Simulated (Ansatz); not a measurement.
Mulliken charges of `O[SiH2][SiH2]O` from ωB97M-V/def2-TZVPP in Ansatz (PBE0-D4/def2-TZVP geometry).

```tsv
atom	x (Å)	y (Å)	z (Å)	charge (e)
O1	-1.158	0.254	-1.266	-0.408
Si2	-0.972	0.423	0.381	0.289
Si3	1.219	-0.413	0.593	0.336
O4	1.705	-0.693	-0.960	-0.398
H5	-1.981	0.535	-1.668	0.171
H6	-2.012	-0.353	1.117	-0.047
H7	-1.135	1.850	0.787	-0.047
H8	1.261	-1.669	1.391	-0.049
H9	2.138	0.559	1.245	-0.046
H10	1.019	-0.543	-1.617	0.199
```

Task: By hand: the dipole of these point charges (1 e Å = 4.8032 D).

Result: Σ q r = (-0.226, 0.125, 0.386) e Å, of length 0.464 e Å = 2.23 D.

Task: How does the dipole of the full density compare? (Best estimate.)

Result: The calculation gave: (-0.500, 0.174, -0.067) e Å, 2.56 D; the point charges give 0.87 times that, at 64° from its direction.

Point charges leave out the atoms' own dipoles, such as those of lone pairs, and Mulliken's split depends on the basis, so the two needn't agree.
